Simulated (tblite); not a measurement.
Isomers of C5H9NO2Si. All values are computed: GFN2-xTB (tblite) harmonic vibrations without scaling, gas phase. Errors from tens to a few hundred cm⁻¹ against measured bands are possible. Modes of hydrogen on silicon can be 10 to 20 % off. One conformer each.

Electronic energies: GFN2-xTB at the same geometries; isomer energies are rough at this level and their order can be wrong.

| SMILES | electronic energy, lowest = 0 (kcal/mol) |
| --- | --- |
| CCO[C@]([SiH3])(C#N)C=O | 2.7 |
| COC[C@]([SiH3])(C#N)C=O | 0.5 |
| [H]/N=C/C[C@H]1OCC(=O)[SiH2]1 | 0.0 |

How do GFN2-xTB zero-point energies change the relative energies?

| SMILES | ZPE (kcal/mol) | of it from modes above 1550 cm⁻¹ | electronic (kcal/mol) | with ZPE, lowest = 0 (kcal/mol) | lowest mode (cm⁻¹) | rings |
| --- | --- | --- | --- | --- | --- | --- |
| [H]/N=C/C[C@H]1OCC(=O)[SiH2]1 | 82.7 | 41.3 | 0.0 | 2.3 | 67 | 1 |
| COC[C@]([SiH3])(C#N)C=O | 79.9 | 40.7 | 0.5 | 0.0 | 47 | 0 |
| CCO[C@]([SiH3])(C#N)C=O | 79.7 | 41.3 | 2.7 | 1.9 | 26 | 0 |

The zero-point energies span 3.0 kcal/mol, from `CCO[C@]([SiH3])(C#N)C=O` to `[H]/N=C/C[C@H]1OCC(=O)[SiH2]1`. With it `COC[C@]([SiH3])(C#N)C=O` becomes the lowest.

What do entropy and thermal enthalpy add at 298.15 K and 1 bar (rigid rotor, harmonic oscillator, one conformer each)?

| SMILES | point group | symmetry number | S (cal/(mol K)) | H − H(0) (kcal/mol) | ZPE + H − H(0) − TS (kcal/mol) |
| --- | --- | --- | --- | --- | --- |
| [H]/N=C/C[C@H]1OCC(=O)[SiH2]1 | C1 | 1 | 95.5 | 6.67 | 60.9 |
| COC[C@]([SiH3])(C#N)C=O | C1 | 1 | 105.7 | 7.87 | 56.3 |
| CCO[C@]([SiH3])(C#N)C=O | C1 | 1 | 107.2 | 8.00 | 55.7 |
